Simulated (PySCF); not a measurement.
## Dipole response of Sr (strontium, neutral)

[Kr] 5s2, closed-shell 1S. Calculation: PySCF 2.14, in ANO-RCC-VTZP (7s6p3d1f, 47 functions); the spin-free X2C one-electron Hamiltonian (Gaussian nucleus). Coupled (time-dependent) response in atomic units; α is the mean over directions. The basis has no added diffuse functions, which lowers α and C₆.

```tsv
method	mean α (bohr³)	C₆ (like pair)	S(−4)
UHF	222.1	3815	22250
PBE	193.6	3101	17220
PBE0	201.8	3306	18560
r2SCAN0	203.9	3459	17780
wB97M-V	173.6	2578	14560
```

S(−4) is the Cauchy moment in α(ω) = α(0) + S(−4) ω² + …

Reference α: 197.2 ± 0.2 bohr³ (recommended; Schwerdtfeger and Nagle, table of static dipole polarizabilities (2023 update)). Published C₆: 3175 (Chu and Dalgarno (2004); Tang, Norbeck and Certain (1976)).

Hartree-Fock lies above the reference because it lacks correlation, which contracts the outer shell.

α(iu) at UHF:

```csv
u (hartree),α(iu) (bohr³)
0,222.1
0.0500,177.8
0.100,112.2
0.200,47.60
0.300,26.11
0.500,12.53
0.750,7.340
1.00,5.061
1.50,2.909
2.00,1.893
3.00,0.9792
5.00,0.4009
```

A single London oscillator, α(iu) = α/(1 + u²/ω²), gives C₆ = (3/4) ω α². Matching the computed C₆ needs ω = 4 × 3815 / (3 × 222.1²) = 0.103 hartree.
